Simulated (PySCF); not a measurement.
PySCF input (PBE0/pcseg-2):

```python
import numpy as np, basis_set_exchange as bse
from pyscf import gto, scf, dft, df, tdscf

basis = {'C': gto.basis.parse(bse.get_basis('pcseg-2', elements=['C'], fmt='nwchem')), 'Cl': gto.basis.parse(bse.get_basis('pcseg-2', elements=['Cl'], fmt='nwchem'))}
mol = gto.M(
    atom='''
    Cl   -1.40250737   -0.20014729    0.02098688
    C    -0.03054783    0.84410807    0.00883340
    Cl    1.41328896   -0.09777321   -0.02410455
    ''',
    basis=basis,
    charge=0,
    verbose=4,
    max_memory=8640,
)
mf = dft.RKS(mol, xc='pbe0')
mf.grids.level = 3
mf = mf.density_fit(auxbasis=df.autoaux(mol))
mf.conv_tol = 1e-9
mf.max_cycle = 100
print('smallest overlap eigenvalue', np.linalg.eigvalsh(mol.intor('int1e_ovlp'))[0])
mf.kernel()
dip = mf.dip_moment()
td = tdscf.TDA(mf)
td.nstates = 4
td.kernel()
td.analyze()
osc = td.oscillator_strength()
```

Output:

```
PySCF version 2.14.0

[INPUT] verbose = 4
[INPUT] num. atoms = 3
[INPUT] num. electrons = 40
[INPUT] charge = 0
[INPUT] spin (= nelec alpha-beta = 2S) = 0
[INPUT] symmetry False subgroup None
[INPUT] Mole.unit = angstrom
[INPUT] Symbol           X                Y                Z      unit          X                Y                Z       unit  Magmom
[INPUT]  1 Cl    -1.402507370000  -0.200147290000   0.020986880000 AA   -2.650354816984  -0.378223562674   0.039659455409 Bohr   0.0
[INPUT]  2 C     -0.030547830000   0.844108070000   0.008833400000 AA   -0.057727032400   1.595133071835   0.016692706749 Bohr   0.0
[INPUT]  3 Cl     1.413288960000  -0.097773210000  -0.024104550000 AA    2.670729069271  -0.184764589220  -0.045550997856 Bohr   0.0

nuclear repulsion = 116.879171406437
number of shells = 34
number of NR pGTOs = 176
number of NR cGTOs = 98
basis = {'C': [[0, [7319.99, 0.000695369], [1098.18, 0.00537138], [250.014, 0.0274734], [70.7586, 0.105078], [22.8595, 0.291262], [8.03936, 0.5], [2.89309, 0.362224]], [0, [5.2164, -0.0957844], [0.556124, 0.5]], [0, [0.228813, 1.0]], [0, [0.0936338, 1.0]], [1, [33.9855, 0.00818395], [7.72957, 0.0586921], [2.24954, 0.222514], [0.767681, 0.5]], [1, [0.263283, 1.0]], [1, [0.0848744, 1.0]], [2, [1.4, 1.0]], [2, [0.45, 1.0]], [3, [0.95, 1.0]]], 'Cl': [[0, [154272.0, 0.000222473], [23123.2, 0.0017259], [5262.57, 0.00899286], [1489.95, 0.0367724], [485.417, 0.121446], [174.634, 0.304148], [67.2393, 0.5], [26.578, 0.360252]], [0, [131.826, -0.053133], [40.0703, -0.233346], [7.89448, 0.5]], [0, [4.27711, 0.5], [1.96233, 0.370517]], [0, [0.520793, 1.0]], [0, [0.181633, 1.0]], [1, [1244.4, 0.000988206], [295.109, 0.00829674], [94.7224, 0.0430906], [35.2588, 0.148443], [14.4211, 0.344744], [6.10371, 0.5], [2.58886, 0.348278]], [1, [10.9447, -0.0196768], [1.04413, 0.5]], [1, [0.376184, 1.0]], [1, [0.120613, 1.0]], [2, [2.31, 1.0]], [2, [0.52, 1.0]], [3, [0.72, 1.0]]]}
ecp = {}
ETB for C: l = 0, exps = 0.1697488 * 1.8^n , n = 0..14
ETB for C: l = 1, exps = 0.1697488 * 1.8^n , n = 0..11
ETB for C: l = 2, exps = 0.1697488 * 1.8^n , n = 0..10
ETB for C: l = 3, exps = 0.5348744 * 2.2^n , n = 0..4
ETB for C: l = 4, exps = 0.9 * 2.2^n , n = 0..2
ETB for Cl: l = 0, exps = 0.241226 * 1.8^n , n = 0..17
ETB for Cl: l = 1, exps = 0.241226 * 1.8^n , n = 0..14
ETB for Cl: l = 2, exps = 0.241226 * 1.8^n , n = 0..13
ETB for Cl: l = 3, exps = 0.640613 * 2.2^n , n = 0..7
ETB for Cl: l = 4, exps = 0.8406129999999999 * 2.2^n , n = 0..3
smallest overlap eigenvalue 0.008104209951275525

******** <class 'pyscf.df.df_jk.DFRKS'> ********
method = DFRKS
initial guess = minao
damping factor = 0
level_shift factor = 0
DIIS = <class 'pyscf.scf.diis.CDIIS'>
diis_start_cycle = 1
diis_space = 8
diis_damp = 0
SCF conv_tol = 1e-09
SCF conv_tol_grad = None
SCF max_cycles = 100
direct_scf = False
XC library pyscf.dft.libxc version 7.1.2
    S. Lehtola, C. Steigemann, M. J. T. Oliveira, and M. A. L. Marques,  SoftwareX 7, 1–5 (2018)
XC functionals = pbe0
    C. Adamo and V. Barone,  J. Chem. Phys. 110, 6158 (1999)
    M. Ernzerhof and G. E. Scuseria,  J. Chem. Phys. 110, 5029 (1999)
radial grids:
    Treutler-Ahlrichs [JCP 102, 346 (1995); DOI:10.1063/1.469408] (M4) radial grids

becke partition: Becke, JCP 88, 2547 (1988); DOI:10.1063/1.454033
pruning grids: <function nwchem_prune>
grids dens level: 3
symmetrized grids: False
atomic radii adjust function: <function treutler_atomic_radii_adjust>
small_rho_cutoff = 0
Set gradient conv threshold to 3.16228e-05
Initial guess from minao.
tot grids = 51880
******** <class 'pyscf.df.df.DF'> ********
auxbasis = {'C': [[0, [np.float64(636.2411937101718), 1]], [0, [np.float64(353.4673298389843), 1]], [0, [np.float64(196.37073879943574), 1]], [0, [np.float64(109.0948548885754), 1]], [0, [np.float64(60.608252715875224), 1]], [0, [np.float64(33.671251508819566), 1]], [0, [np.float64(18.706250838233093), 1]], [0, [np.float64(10.392361576796162), 1]], [0, [np.float64(5.773534209331201), 1]], [0, [np.float64(3.2075190051840003), 1]], [0, [np.float64(1.7819550028800002), 1]], [0, [np.float64(0.9899750016000002), 1]], [0, [np.float64(0.549986112), 1]], [0, [np.float64(0.30554784), 1]], [0, [np.float64(0.1697488), 1]], [1, [np.float64(109.0948548885754), 1]], [1, [np.float64(60.608252715875224), 1]], [1, [np.float64(33.671251508819566), 1]], [1, [np.float64(18.706250838233093), 1]], [1, [np.float64(10.392361576796162), 1]], [1, [np.float64(5.773534209331201), 1]], [1, [np.float64(3.2075190051840003), 1]], [1, [np.float64(1.7819550028800002), 1]], [1, [np.float64(0.9899750016000002), 1]], [1, [np.float64(0.549986112), 1]], [1, [np.float64(0.30554784), 1]], [1, [np.float64(0.1697488), 1]], [2, [np.float64(60.608252715875224), 1]], [2, [np.float64(33.671251508819566), 1]], [2, [np.float64(18.706250838233093), 1]], [2, [np.float64(10.392361576796162), 1]], [2, [np.float64(5.773534209331201), 1]], [2, [np.float64(3.2075190051840003), 1]], [2, [np.float64(1.7819550028800002), 1]], [2, [np.float64(0.9899750016000002), 1]], [2, [np.float64(0.549986112), 1]], [2, [np.float64(0.30554784), 1]], [2, [np.float64(0.1697488), 1]], [3, [np.float64(12.529753744640002), 1]], [3, [np.float64(5.695342611200002), 1]], [3, [np.float64(2.588792096), 1]], [3, [np.float64(1.17672368), 1]], [3, [np.float64(0.5348744), 1]], [4, [np.float64(4.356000000000001), 1]], [4, [np.float64(1.9800000000000002), 1]], [4, [np.float64(0.9), 1]]], 'Cl': [[0, [np.float64(5272.987019095271), 1]], [0, [np.float64(2929.4372328307054), 1]], [0, [np.float64(1627.4651293503919), 1]], [0, [np.float64(904.1472940835511), 1]], [0, [np.float64(502.30405226863945), 1]], [0, [np.float64(279.05780681591085), 1]], [0, [np.float64(155.0321148977282), 1]], [0, [np.float64(86.12895272096013), 1]], [0, [np.float64(47.849418178311176), 1]], [0, [np.float64(26.583010099061767), 1]], [0, [np.float64(14.768338943923203), 1]], [0, [np.float64(8.204632746624), 1]], [0, [np.float64(4.55812930368), 1]], [0, [np.float64(2.5322940576), 1]], [0, [np.float64(1.4068300320000002), 1]], [0, [np.float64(0.78157224), 1]], [0, [np.float64(0.4342068), 1]], [0, [np.float64(0.241226), 1]], [1, [np.float64(904.1472940835511), 1]], [1, [np.float64(502.30405226863945), 1]], [1, [np.float64(279.05780681591085), 1]], [1, [np.float64(155.0321148977282), 1]], [1, [np.float64(86.12895272096013), 1]], [1, [np.float64(47.849418178311176), 1]], [1, [np.float64(26.583010099061767), 1]], [1, [np.float64(14.768338943923203), 1]], [1, [np.float64(8.204632746624), 1]], [1, [np.float64(4.55812930368), 1]], [1, [np.float64(2.5322940576), 1]], [1, [np.float64(1.4068300320000002), 1]], [1, [np.float64(0.78157224), 1]], [1, [np.float64(0.4342068), 1]], [1, [np.float64(0.241226), 1]], [2, [np.float64(502.30405226863945), 1]], [2, [np.float64(279.05780681591085), 1]], [2, [np.float64(155.0321148977282), 1]], [2, [np.float64(86.12895272096013), 1]], [2, [np.float64(47.849418178311176), 1]], [2, [np.float64(26.583010099061767), 1]], [2, [np.float64(14.768338943923203), 1]], [2, [np.float64(8.204632746624), 1]], [2, [np.float64(4.55812930368), 1]], [2, [np.float64(2.5322940576), 1]], [2, [np.float64(1.4068300320000002), 1]], [2, [np.float64(0.78157224), 1]], [2, [np.float64(0.4342068), 1]], [2, [np.float64(0.241226), 1]], [3, [np.float64(159.7918089705345), 1]], [3, [np.float64(72.63264044115203), 1]], [3, [np.float64(33.014836564160014), 1]], [3, [np.float64(15.006743892800003), 1]], [3, [np.float64(6.821247224000002), 1]], [3, [np.float64(3.1005669200000003), 1]], [3, [np.float64(1.4093486000000002), 1]], [3, [np.float64(0.640613), 1]], [4, [np.float64(8.950847224000002), 1]], [4, [np.float64(4.06856692), 1]], [4, [np.float64(1.8493486000000001), 1]], [4, [np.float64(0.8406129999999999), 1]]]}
init E= -958.331288350941
  HOMO = -0.251388504319699  LUMO = -0.130999015944134  gap/eV = 3.27596
cycle= 1 E= -958.063736969115  delta_E= 0.268  |g|= 0.366  |ddm|= 1.66
  HOMO = -0.31982366445316  LUMO = -0.188961649843812  gap/eV = 3.56094
cycle= 2 E= -957.959221088389  delta_E= 0.105  |g|= 0.753  |ddm|= 0.742
  HOMO = -0.277484652948985  LUMO = -0.128389887920434  gap/eV = 4.05708
cycle= 3 E= -958.10063991753  delta_E= -0.141  |g|= 0.0282  |ddm|= 0.51
  HOMO = -0.280216064346952  LUMO = -0.126456914284709  gap/eV = 4.18400
cycle= 4 E= -958.100800937609  delta_E= -0.000161  |g|= 0.0141  |ddm|= 0.0374
  HOMO = -0.2803466878905  LUMO = -0.126490237470406  gap/eV = 4.18665
cycle= 5 E= -958.100848830241  delta_E= -4.79e-05  |g|= 0.00212  |ddm|= 0.0112
  HOMO = -0.280093825849846  LUMO = -0.126219273578805  gap/eV = 4.18714
cycle= 6 E= -958.100850401292  delta_E= -1.57e-06  |g|= 0.000459  |ddm|= 0.0032
  HOMO = -0.280107654757231  LUMO = -0.126231262269769  gap/eV = 4.18719
cycle= 7 E= -958.100850481669  delta_E= -8.04e-08  |g|= 0.00014  |ddm|= 0.000835
  HOMO = -0.280108510996556  LUMO = -0.126231863645948  gap/eV = 4.18720
cycle= 8 E= -958.100850488089  delta_E= -6.42e-09  |g|= 2.03e-05  |ddm|= 0.000243
  HOMO = -0.280112026732361  LUMO = -0.126235694681142  gap/eV = 4.18719
cycle= 9 E= -958.10085048822  delta_E= -1.31e-10  |g|= 5.27e-06  |ddm|= 3.51e-05
  HOMO = -0.280109748617591  LUMO = -0.126233482693088  gap/eV = 4.18719
Extra cycle  E= -958.100850488226  delta_E= -5.68e-12  |g|= 4.1e-06  |ddm|= 1.05e-05
converged SCF energy = -958.100850488226
Dipole moment(X, Y, Z, Debye):  0.04269, -1.17957, -0.01234

******** <class 'pyscf.tdscf.rks.TDA'> for <class 'pyscf.df.df_jk.DFRKS'> ********
nstates = 4 singlet
deg_eia_thresh = 1.000e-03
wfnsym = None
conv_tol = 1e-05
eigh lindep = 1e-12
eigh level_shift = 0
eigh max_cycle = 100
chkfile = tmp1co23muf

Excitation energies (eV)
[2.60980119 4.30579699 5.78958358 5.88960734]

** Singlet excitation energies and oscillator strengths **
Excited State   1:      2.60980 eV    475.07 nm  f=0.0062
      20 -> 21        0.70436
Excited State   2:      4.30580 eV    287.95 nm  f=0.0000
      19 -> 21        0.70674
Excited State   3:      5.78958 eV    214.15 nm  f=0.0796
      18 -> 21       -0.65237
      19 -> 22        0.12719
      20 -> 23        0.21896
Excited State   4:      5.88961 eV    210.51 nm  f=0.0238
      17 -> 21        0.20578
      20 -> 22        0.67429

** Transition electric dipole moments (AU) **
state          X           Y           Z        Dip. S.      Osc.
  1         0.0051     -0.0031      0.3125      0.0977      0.0062
  2         0.0000      0.0000      0.0000      0.0000      0.0000
  3        -0.7486     -0.0272      0.0120      0.5612      0.0796
  4         0.0147     -0.4062     -0.0043      0.1652      0.0238

** Transition velocity dipole moments (imaginary part, AU) **
state          X           Y           Z        Dip. S.      Osc.
  1        -0.0010      0.0006     -0.0583      0.0034      0.0237
  2         0.0000     -0.0000     -0.0000      0.0000      0.0000
  3         0.0087      0.0003     -0.0001      0.0001      0.0002
  4         0.0041     -0.1140     -0.0012      0.0130      0.0401

** Transition magnetic dipole moments (imaginary part, AU) **
state          X           Y           Z
  1        -1.3291     -0.0483      0.0213
  2         0.0216     -0.5968     -0.0062
  3         0.0018     -0.0011      0.1107
  4         0.0000     -0.0000     -0.0000
```
